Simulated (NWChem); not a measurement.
Species: N-methylmethanimine (C2H5N); SMILES C=NC

Results from NWChem. Pople sets run with spherical d functions. Coordinates come from a PBE0/def2-SVP optimisation.

**Question.** Taking B3LYP/aug-cc-pVTZ as the yardstick, which of these has the fewest basis functions while keeping “highest occupied level (eV)” within 0.2 eV of it: B3LYP/def2-SVPD; B3LYP/6-31G*; B3LYP/STO-3G; B3LYP/def2-TZVP; B3LYP/6-311++G**; B3LYP/3-21G; B3LYP/def2-SVP; B3LYP/6-31+G*?

**Answer.** B3LYP/6-31+G* (a larger set in the list lies outside the tolerance).
```tsv
level	basis functions	highest occupied level (eV)
B3LYP/STO-3G	20	-4.55
B3LYP/3-21G	37	-6.42
B3LYP/6-31G*	52	-6.81
B3LYP/6-31+G*	64	-7.13
B3LYP/def2-SVP	67	-6.88
B3LYP/def2-SVPD	100	-7.12
B3LYP/6-311++G**	101	-7.16
B3LYP/def2-TZVP	123	-7.13
B3LYP/aug-cc-pVTZ	253	-7.17
```

The yardstick is one finite set, not the basis-set limit.
